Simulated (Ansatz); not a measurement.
A nudged elastic band was laid between two geometries of H7NOSi3 (12 atoms, charge 0, multiplicity 1).

Theory: RKS B3LYP-D4/6-31G* in Ansatz.

| Property | Result |
| --- | --- |
| movable images | 7 |
| climbing image | yes |
| spring | 5.0 eV/Å² |
| optimiser | quadratic models (default) |
| start path | through a guess of the saddle point |
| force threshold | 0.05 eV/Å |
| iteration limit | 60 |
| end points | relaxed |

Initial state:

```xyz
12
Properties=species:S:1:pos:R:3
N -2.158 0.642 0.405
Si -0.648 -0.180 0.652
Si 1.534 0.749 0.427
O 1.845 -0.366 -0.816
Si 0.441 -1.244 -1.163
H -2.664 0.990 1.211
H -2.268 1.269 -0.384
H -0.824 -1.006 1.880
H 1.648 2.150 -0.075
H 2.530 0.584 1.524
H 0.707 -2.708 -1.095
H -0.067 -0.937 -2.532
```

Final state:

```xyz
12
Properties=species:S:1:pos:R:3
N -2.023 0.890 0.596
Si -0.629 -0.144 0.678
Si 1.544 0.754 0.388
O 1.835 -0.385 -0.829
Si 0.419 -1.269 -1.142
H -2.929 0.508 0.842
H -2.110 1.559 -0.159
H -0.821 -1.003 1.881
H 1.640 2.147 -0.138
H 2.540 0.615 1.487
H 0.698 -2.731 -1.051
H -0.086 -0.995 -2.519
```

(1) Which bonds break or form, and what moves?

(2) What energy profile does the band end with?

(3) What is the geometry of the highest image?

(4) What are the harmonic wavenumbers there?

The band took 15 iterations and about 10 core-minutes.

Answers

(1) No bond is made or broken. The height of N1 over the plane of its neighbours goes from 0.23 to -0.23 Å. The two ends are copies of one structure, up to a mirror image or an exchange of like atoms.

(2) The forces met the threshold. The highest image is number 5 of 0 to 8, 0.3 kcal/mol above the ends, which have the same energy within 2 meV. A vibrational analysis at the climbing image gives one clearly imaginary mode, 224i cm⁻¹: a first-order saddle point.

```tsv
image	path coordinate (Å)	energy (kcal/mol)	height of N1 over the plane of its neighbours (Å)
0	0.00	0.0	0.23
1	0.11	0.0	0.22
2	0.21	0.0	0.21
3	0.32	0.1	0.17
4	0.42	0.2	0.10
5	0.53	0.3	0.00
6	0.70	0.2	-0.14
7	0.86	0.0	-0.20
8	1.03	0.0	-0.23
```

(3) 
```xyz
12
Properties=species:S:1:pos:R:3:forces:R:3
N -2.087 0.785 0.476 0.01 0.00 -0.01
Si -0.638 -0.138 0.635 0.00 0.01 0.00
Si 1.555 0.749 0.401 0.00 0.00 0.00
O 1.862 -0.412 -0.794 0.00 0.00 0.00
Si 0.443 -1.265 -1.159 0.00 0.00 0.00
H -2.855 0.705 1.126 0.00 0.00 0.00
H -2.259 1.453 -0.261 0.00 0.00 0.00
H -0.830 -0.975 1.854 0.00 0.00 0.00
H 1.687 2.133 -0.144 0.00 0.00 0.00
H 2.534 0.611 1.517 0.00 0.00 0.00
H 0.687 -2.733 -1.073 0.00 0.00 0.00
H -0.024 -0.968 -2.545 0.00 0.00 0.00
```

(4) 224i, 92, 160, 170, 258, 349, 377, 417, 423, 502, 637, 687, 700, 703, 711, 745, 861, 902, 914, 944, 964, 994, 1613, 2209, 2217, 2219, 2224, 2232, 3601, 3702 cm⁻¹.

Run time: 5.2 min on 2 threads of Arm Neoverse V2, on a shared host, peak memory 0.23 GiB.
